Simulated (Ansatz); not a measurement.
`[NH][SiH](O)Cl` radical. Charge 0, multiplicity 2.

| atom | x (Å) | y (Å) | z (Å) |
| --- | --- | --- | --- |
| N1 | 0.292 | -1.013 | -1.004 |
| Si2 | 0.184 | 0.255 | 0.179 |
| O3 | -0.813 | -0.190 | 1.381 |
| Cl4 | -0.560 | 1.847 | -0.888 |
| H5 | 1.089 | -0.939 | -1.639 |
| H6 | 1.448 | 0.657 | 0.826 |
| H7 | -1.640 | -0.617 | 1.145 |

List the harmonic frequencies (cm⁻¹, unscaled) at PBE0-D4/def2-TZVP in Ansatz. (Best estimate.)

The calculation gave: 182, 199, 240, 294, 354, 538, 728, 758, 813, 813, 902, 975, 2280, 3503, 3909.

Is this a minimum?

Yes, all 15 modes are real.

Give the ideal-gas thermochemistry at 298.15 K and 1 bar (rigid rotor, harmonic oscillator; point group C1, symmetry number 1).

Zero-point energy 98.6 kJ/mol; H(298) − E = 116.6 kJ/mol; entropy 325.0 J/(mol·K), of which translation 165.9, rotation 109.1, vibration 44.2, electronic 5.8; G(298) − E = 19.7 kJ/mol.

Rotational constants (cm⁻¹)?

0.2241, 0.1165, 0.08599.
